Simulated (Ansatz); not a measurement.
Stepwise reaction of `F[Si](F)(Cl)I` with hydrogen chloride, as a gas-phase model of exchange steps in deposition or etching. ΔE in kJ/mol; ΔG adds harmonic PBE0-D4 terms to CCSD(T)/CBS, at 1 bar.

Program: Ansatz. Geometries: PBE0-D4/def2-TZVP. ΔE: electronic, gas phase. CBS: MP2 limit from def2 TZ/QZ plus the TZ coupled-cluster correction, frozen cores. This one scheme is used for every species. DFT in def2-TZVPP. B3LYP here is the variant with VWN-RPA as its local correlation; programs differ in this. Elements past krypton have def2 core potentials. For I outer-core shells are correlated without core-valence functions, which leaves a few kJ/mol of doubt a bond.

| step | reaction | PBE-D4 | B3LYP-D4 | ωB97M-V | CCSD(T)/CBS | ΔG(400 K) |
| --- | --- | --- | --- | --- | --- | --- |
| 2 | `F[Si](Cl)(Cl)I` + HCl → `Cl[Si](Cl)(Cl)I` + H–F | 39.3 | 48.8 | 48.6 | 44.2 | 53.1 |

(1) Give the row of step 1, `F[Si](F)(Cl)I` + HCl → `F[Si](Cl)(Cl)I` + H–F. (Estimate.)

(2) By hand: ΔE of the 2 steps together at CCSD(T)/CBS.

Results:

(1) Computed: 
```tsv
step	reaction	PBE-D4	B3LYP-D4	ωB97M-V	CCSD(T)/CBS	ΔG(400 K)
1	`F[Si](F)(Cl)I` + HCl → `F[Si](Cl)(Cl)I` + H–F	40.6	50.4	50.2	47.1	52.1
```

(2) (47.1) + (44.2) = 91.3 kJ/mol, or 45.7 kJ/mol a step.

In ΔE the steps differ by no more than 2.9 kJ/mol. All are uphill at CCSD(T)/CBS. ΔG lies between 52.1 and 53.1 kJ/mol a step. PBE-D4 differs from CCSD(T)/CBS by -6.5 to -4.9 kJ/mol a step. Isolated molecules leave out the surface, adducts and barriers. Largest T1 diagnostic: 0.010.
